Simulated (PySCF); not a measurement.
**Ionisation energy of Xe⁺ by level of theory**

Xe⁺ [Kr] 4d10 5s2 5p5 [5p1/2^2 5p3/2^3, M_J = 3/2] → Xe²⁺ [Kr] 4d10 5s2 5p4 [5p1/2^2 5p3/2^2, M_J = 2], as a difference of total energies. Calculation: PySCF 2.14, in x2c-TZVPall-2c; the two-component X2C-1e Hamiltonian. Correlated levels: [Ar] 3d10 frozen; the 6 highest virtual spinors dropped. "Screened" scales the spin-orbit matrix elements by Boettger's factors to mimic the two-electron term; Breit and QED terms are absent.

Problem. Order these methods by the ionisation energy they give, lowest first.
A. GHF (spin-free)
B. GMP2 (screened spin-orbit)
C. GHF (screened spin-orbit)
D. GMP2 (spin-free)

Solution. C (19.847 eV), A (20.098 eV), B (20.654 eV), D (20.900 eV).

The spin-free rows relax to the high-spin LS determinant and lack the spin-orbit shift.

Errors of the correlated levels include the incompleteness of this basis and the frozen core.

The labels give the starting determinants; with spin-orbit coupling the two ends relaxed to ⟨J²⟩ = 3.76, ⟨L²⟩ = 2.04, ⟨S²⟩ = 0.78 and ⟨J²⟩ = 6.02, ⟨L²⟩ = 2.44, ⟨S²⟩ = 1.83.

For comparison: 20.975 eV (semi-empirical (NIST evaluation); NIST Atomic Spectra Database, ionization energies).
